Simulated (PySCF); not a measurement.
C₅F₇, SMILES F[C]1C(F)(F)C(F)=C(F)C1(F)F, multiplicity 2.

Geometry: PBE0-D3(BJ)/def2-SVP. The isomer is the one that the SMILES or the coordinates give; other isomers of the formula were not compared. The values are those of a single conformer.

Computed with TDA-PBE0/def2-SVP run with PySCF.

Vertical excitations. Isolated molecule, no solvent.

| state | energy (eV) | λ (nm) | f | main pairs |
|---|---|---|---|---|
| root 1 | 4.16 | 298 | 0.000 | α HOMO→LUMO 47 %, α HOMO−1→LUMO 17 %, β HOMO→LUMO+1 34 % |
| root 2 | 4.45 | 279 | 0.041 | β HOMO→LUMO 99 % |
| root 3 | 5.03 | 246 | 0.000 | β HOMO−1→LUMO 98 % |
| root 4 | 5.40 | 230 | 0.000 | α HOMO→LUMO 49 %, α HOMO−1→LUMO 33 %, β HOMO→LUMO+1 17 % |
| root 5 | 6.02 | 206 | 0.002 | β HOMO−2→LUMO 93 % |
| root 6 | 6.43 | 193 | 0.001 | α HOMO→LUMO+1 91 % |
| root 7 | 7.34 | 169 | 0.000 | α HOMO−2→LUMO 37 %, β HOMO−1→LUMO+1 44 %, β HOMO→LUMO+2 9 % |
| root 8 | 7.39 | 168 | 0.000 | α HOMO−3→LUMO 49 %, β HOMO−2→LUMO+1 47 % |
| root 9 | 7.45 | 166 | 0.001 | α HOMO−1→LUMO+1 27 %, α HOMO→LUMO+2 6 %, β HOMO→LUMO+2 47 %, β HOMO−1→LUMO+1 12 % |
| root 10 | 7.48 | 166 | 0.000 | β HOMO−3→LUMO 65 %, β HOMO−5→LUMO 28 % |
Unrestricted roots are not spin-pure.
